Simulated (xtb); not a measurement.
xtb input (GFN2-xTB):

```bash
xtb mol.xyz --gfn 2 --ohess tight --chrg 0 --uhf 0
```
mol.xyz:
```
17

Si     3.02368519     0.43228722     0.55684830
Si     1.34443974    -0.41298780    -0.86731963
Si    -0.76299039     0.49231078    -0.29788828
Si    -2.46176765    -0.57342718    -1.49492812
Si    -1.12290221     0.05533761     2.00986131
H      4.37281194    -0.05202269     0.12988465
H      2.67617256    -0.03449449     1.97770201
H      2.94571974     1.88850364     0.51476373
H      1.27619446    -1.91213827    -0.79629521
H      1.62857255    -0.04652582    -2.26448175
H     -0.74270794     1.95787183    -0.52590752
H     -2.46773036    -1.98043957    -1.28557412
H     -2.20184867    -0.35468124    -3.01760340
H     -3.81502300    -0.00023361    -1.15915640
H     -2.46771199     0.46487071     2.41167429
H     -0.08525626     0.80727849     2.80319054
H     -0.94837449    -1.38063158     2.33066068
```

Output:

```
           -------------------------------------------------
          |                Calculation Setup                |
           -------------------------------------------------

           -------------------------------------------------
          |                 G F N 2 - x T B                 |
           -------------------------------------------------

        Reference                      10.1021/acs.jctc.8b01176
      * Hamiltonian:
        H0-scaling (s, p, d)           1.850000    2.230000    2.230000
        zeta-weighting                 0.500000
      * Dispersion:
        s8                             2.700000
        a1                             0.520000
        a2                             5.000000
        s9                             5.000000
      * Repulsion:
        kExp                           1.500000    1.000000
        rExp                           1.000000
      * Coulomb:
        alpha                          2.000000
        third order                    shell-resolved
        anisotropic                    true
        a3                             3.000000
        a5                             4.000000
        cn-shift                       1.200000
        cn-exp                         4.000000
        max-rad                        5.000000

          ...................................................
          :                      SETUP                      :
          :.................................................:
          :  # basis functions                  62          :
          :  # atomic orbitals                  57          :
          :  # shells                           27          :
          :  # electrons                        32          :
          :  max. iterations                   250          :
          :  Hamiltonian                  GFN2-xTB          :
          :  restarted?                      false          :
          :  GBSA solvation                  false          :
          :  PC potential                    false          :
          :  electronic temp.          300.0000000     K    :
          :  accuracy                    1.0000000          :
          :  -> integral cutoff          0.2500000E+02      :
          :  -> integral neglect         0.1000000E-07      :
          :  -> SCF convergence          0.1000000E-05 Eh   :
          :  -> wf. convergence          0.1000000E-03 e    :
          :  Broyden damping             0.4000000          :
          :  net charge                          0          :
          :  unpaired electrons                  0          :
          ...................................................

 iter      E             dE          RMSdq      gap      omega  full diag
   1    -14.6329362 -0.146329E+02  0.497E+00    3.80       0.0  T
   2    -14.8071474 -0.174211E+00  0.198E+00    3.51       1.0  T
   3    -14.8087853 -0.163787E-02  0.110E+00    3.50       1.0  T
   4    -14.8082837  0.501557E-03  0.608E-01    3.49       1.0  T
   5    -14.8096307 -0.134694E-02  0.150E-01    3.50       1.0  T
   6    -14.8096162  0.144258E-04  0.104E-01    3.51       1.0  T
[...]
          |               Frequency Printout                |
           -------------------------------------------------
 projected vibrational frequencies (cm⁻¹)
eigval :       -0.00    -0.00    -0.00     0.00     0.00     0.00
eigval :       13.41    29.27    38.50    45.79    57.71    86.45
eigval :      110.66   121.26   317.07   331.50   388.20   393.32
eigval :      399.40   417.16   427.08   453.41   458.91   482.53
eigval :      498.38   552.74   571.61   603.25   648.23   764.48
eigval :      778.63   797.36   811.50   816.61   823.13   824.06
eigval :      829.57   832.32   845.16  2026.97  2136.43  2145.50
eigval :     2218.89  2222.67  2224.99  2229.56  2233.42  2235.36
eigval :     2236.81  2237.99  2240.27
 reduced masses (amu)
   1: 24.15   2: 24.46   3: 25.45   4: 24.62   5: 25.87   6: 24.35   7: 19.13   8:  1.75
   9:  2.23  10:  7.35  11: 18.65  12: 22.98  13: 22.57  14: 22.97  15:  6.88  16: 20.16
  17: 10.91  18:  4.96  19:  3.60  20:  4.36  21:  4.87  22:  8.63  23: 21.09  24: 22.84
  25: 22.99  26:  2.78  27:  3.71  28:  3.40  29:  4.37  30:  3.37  31:  3.42  32:  3.13
  33:  1.93  34:  1.86  35:  1.86  36:  1.85  37:  1.81  38:  1.85  39:  2.17  40:  1.85
  41:  1.94  42:  1.77  43:  2.02  44:  2.00  45:  1.90  46:  2.05  47:  1.59  48:  1.91
  49:  1.89  50:  1.68  51:  1.64
 IR intensities (km·mol⁻¹)
   1:  0.01   2:  0.01   3:  0.01   4:  0.01   5:  0.00   6:  0.00   7:  0.04   8:  0.01
   9:  0.01  10:  0.12  11:  0.68  12:  3.09  13:  3.71  14:  2.76  15: 21.87  16:  0.58
  17:  5.76  18: 11.16  19:  2.49  20: 76.49  21: 27.54  22:  6.75  23:  0.50  24:  7.28
  25:  7.52  26: 74.31  27:784.44  28:319.71  29: 89.62  30:784.44  31:676.43  32:246.68
  33: 89.01  34:216.96  35:117.96  36: 81.87  37:128.95  38:190.94  39:188.66  40:209.43
  41:245.72  42:161.00  43: 27.10  44: 73.69  45:482.20  46: 91.05  47:388.18  48: 77.25
  49:840.29  50:320.19  51:410.14
 Raman intensities (Ä⁴*amu⁻¹)
   1:  0.00   2:  0.00   3:  0.00   4:  0.00   5:  0.00   6:  0.00   7:  0.00   8:  0.00
   9:  0.00  10:  0.00  11:  0.00  12:  0.00  13:  0.00  14:  0.00  15:  0.00  16:  0.00
  17:  0.00  18:  0.00  19:  0.00  20:  0.00  21:  0.00  22:  0.00  23:  0.00  24:  0.00
  25:  0.00  26:  0.00  27:  0.00  28:  0.00  29:  0.00  30:  0.00  31:  0.00  32:  0.00
  33:  0.00  34:  0.00  35:  0.00  36:  0.00  37:  0.00  38:  0.00  39:  0.00  40:  0.00
  41:  0.00  42:  0.00  43:  0.00  44:  0.00  45:  0.00  46:  0.00  47:  0.00  48:  0.00
  49:  0.00  50:  0.00  51:  0.00
 output can be read by thermo (or use thermo option).
 writing <g98.out> molden fake output.
 recommended (thermochemical) frequency scaling factor: 1.0
           -------------------------------------------------
          |             Thermodynamic Functions             |
           -------------------------------------------------

c1  symmetry found (for desy threshold:  0.10E+00) used in thermo

          ...................................................
          :                      SETUP                      :
          :.................................................:
          :  # frequencies                          45      :
          :  # imaginary freq.                       0      :
          :  linear?                             false      :
          :  only rotor calc.                    false      :
          :  symmetry                               c1      :
          :  rotational number                       1      :
          :  scaling factor                  1.0000000      :
          :  rotor cutoff                   50.0000000 cm⁻¹ :
          :  imag. cutoff                  -20.0000000 cm⁻¹ :
          :.................................................:

    mode    ω/cm⁻¹     T·S(HO)/kcal·mol⁻¹    T·S(FR)/kcal·mol⁻¹   T·S(vib)
Note: The following floating-point exceptions are signalling: IEEE_UNDERFLOW_FLAG IEEE_DENORMAL
normal termination of xtb
   ------------------------------------------------------------------------
       1     13.41    -2.21475 (  0.51%)    -1.44583 ( 99.49%)    -1.44979
       2     29.27    -1.75264 ( 10.51%)    -1.21491 ( 89.49%)    -1.27142
       3     38.50    -1.59050 ( 26.02%)    -1.13373 ( 73.98%)    -1.25258
       4     45.79    -1.48813 ( 41.30%)    -1.08240 ( 58.70%)    -1.24998
       5     57.71    -1.35185 ( 63.95%)    -1.01395 ( 36.05%)    -1.23005
       6     86.45    -1.11474 ( 89.94%)    -0.89425 ( 10.06%)    -1.09255
       7    110.66    -0.97118 ( 96.00%)    -0.82114 (  4.00%)    -0.96518
       8    121.26    -0.91835 ( 97.19%)    -0.79404 (  2.81%)    -0.91486
   ------------------------------------------------------------------------

   temp. (K)  partition function   enthalpy   heat capacity  entropy
                                   cal/mol     cal/K/mol   cal/K/mol   J/K/mol
 298.15  VIB  0.195E+07             7017.515     38.390     45.695
         ROT  0.981E+06              888.752      2.981     30.398
         INT  0.191E+13             7906.268     41.371     76.093
         TR   0.182E+28             1481.254      4.968     40.958
         TOT                        9387.5216    46.3388   117.0506   489.7397

       T/K    H(0)-H(T)+PV         H(T)/Eh          T*S/Eh         G(T)/Eh
   ------------------------------------------------------------------------
    298.15    0.149600E-01    0.110546E+00    0.556145E-01    0.549317E-01
   ------------------------------------------------------------------------

         :::::::::::::::::::::::::::::::::::::::::::::::::::::
         ::                  THERMODYNAMIC                  ::
         :::::::::::::::::::::::::::::::::::::::::::::::::::::
         :: total free energy         -14.654212313666 Eh   ::
         ::.................................................::
         :: total energy              -14.709143993662 Eh   ::
         :: zero point energy           0.095586233096 Eh   ::
         :: G(RRHO) w/o ZPVE           -0.040654553100 Eh   ::
         :: G(RRHO) contrib.            0.054931679996 Eh   ::
         :::::::::::::::::::::::::::::::::::::::::::::::::::::

optimized geometry written to: xtbopt.xyz

           -------------------------------------------------
          | TOTAL ENERGY              -14.709143993662 Eh   |
          | TOTAL ENTHALPY            -14.598597792660 Eh   |
          | TOTAL FREE ENERGY         -14.654212313666 Eh   |
          | GRADIENT NORM               0.000244762703 Eh/α |
          | HOMO-LUMO GAP               3.465792625923 eV   |
           -------------------------------------------------

------------------------------------------------------------------------
------------------------------------------------------------------------
 total:
 SCF:
 ANC optimizer:
 analytical hessian:
```
